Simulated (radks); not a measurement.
Values are calculated unless marked as measured or tabulated.
The mean radii <r> (bohr) of the occupied orbitals of an atom or ion are listed with their occupations. Level of theory: scalar-relativistic Kohn-Sham, LB94 model potential, spin-polarised, spherical densities, finite nucleus; Fermi nuclear charge, rms radius of each element as measured or else 0.836 A^(1/3) + 0.57 fm (a radial shooting solver on a logarithmic mesh with Libxc functionals).

| orbital | occ. | <r> |
|---|---|---|
| 1s down | 1 | 0.02662 |
| 1s up | 1 | 0.02662 |
| 2s up | 1 | 0.1143 |
| 2s down | 1 | 0.1143 |
| 2p up | 3 | 0.09994 |
| 2p down | 3 | 0.09994 |
| 3s up | 1 | 0.3039 |
| 3s down | 1 | 0.3041 |
| 3p up | 3 | 0.3011 |
| 3p down | 3 | 0.3012 |
| 3d up | 5 | 0.2760 |
| 3d down | 5 | 0.2761 |
| 4s up | 1 | 0.6578 |
| 4s down | 1 | 0.6568 |
| 4p up | 3 | 0.6810 |
| 4p down | 2 | 0.6799 |

Name the element and its charge. Open shells, if any, are filled with parallel spins first.

Answer. Z = 54, xenon, charge +19: Xe19+ in [Ar] 3d10 4s2 4p5. The 1s radius gives Z: for a bare nucleus <r> = (2 gamma + 1)/(2Z) with gamma = sqrt(1 - (Z/c)^2), 0.02628 bohr for Z = 54, and screening makes it slightly larger (0.02662 here). The occupations add up to 35, and the charge is Z minus that.
